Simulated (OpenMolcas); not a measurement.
## Ce3+: effect of the metal basis and ligand basis

Ce3+ with 6 ligands (bromide) in octahedral coordination (Oh) at 2.92 Å. A charge of +0.5 e stands 2.6 Å behind each ligand.

```
Program             : OpenMolcas 26.06
Method              : CASSCF
Spin-orbit coupling : state interaction with AMFI integrals over the reference wave functions
```

Fixed: active space 1 electron in 7 orbitals (4f), DKH2 Hamiltonian.

States (labels of O, the rotations of Oh). Energies in cm-1 above the lowest state or level, χT in cm3 K/mol.

| Run | Metal basis | Ligand basis | Ground state | First state of that spin | First gap with spin-orbit (degeneracies) | Width of lowest J | χT at 300 K | Cost |
| --- | --- | --- | --- | --- | --- | --- | --- | --- |
| A | ANO-RCC-VDZP | ANO-RCC-VDZP | 2A2 | 2T2 190.1 | 343.0 (2, 4) | 343 | 0.698 | roughly 70 core-seconds |
| B | ANO-RCC-VTZP | ANO-RCC-VTZP | 2A2 | 2T2 210.8 | 355.5 (2, 4) | 356 | 0.691 | roughly 3 core-minutes |

Against A, the width of the lowest J multiplet changes by +3.8 % in B.

Costs are those of the RASSCF and RASSI steps.

No measured value stands beside these numbers; the geometry is a model, was not optimised and need not be the one that this ion takes.
